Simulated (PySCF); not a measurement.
**K: ionisation energy**

K [Ar] 4s1 (2S) → K⁺ [Ar] (1S), as a difference of total energies. Calculation: PySCF 2.14, in jorge-DZP-DKH; the spin-free X2C one-electron Hamiltonian (Gaussian nucleus). The calculations carry no spin-orbit coupling.

```tsv
method	ionisation energy (eV)	error (eV)
UHF	3.992	-0.349
PBE0	4.380	+0.039
LDA	4.531	+0.190
```

Reference: 4.341 eV (measured; NIST Atomic Spectra Database, ionization energies).
